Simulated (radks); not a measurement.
The numbers below are computed, except where a source is named.
Neutral tungsten: order these configurations by energy. Level of theory: scalar-relativistic Kohn-Sham, PBEsol, spin-polarised, spherical densities, finite nucleus; Fermi nuclear charge, rms radius of each element as measured or else 0.836 A^(1/3) + 0.57 fm (a radial shooting solver on a logarithmic mesh with Libxc functionals). Open shells are filled with parallel spins first. [Xe] 4f14 5d3 6s2 6p1; [Xe] 4f14 5d4 6s1 6p1; [Xe] 4f14 5d4 6s2; [Xe] 4f14 5d5 6p1; [Xe] 4f14 5d5 6s1; [Xe] 4f14 5d6.

Answer. From the lowest, in eV above it: [Xe] 4f14 5d5 6s1 0.000; [Xe] 4f14 5d4 6s2 0.811; [Xe] 4f14 5d4 6s1 6p1 3.467; [Xe] 4f14 5d5 6p1 4.549; [Xe] 4f14 5d6 4.605; [Xe] 4f14 5d3 6s2 6p1 5.370.
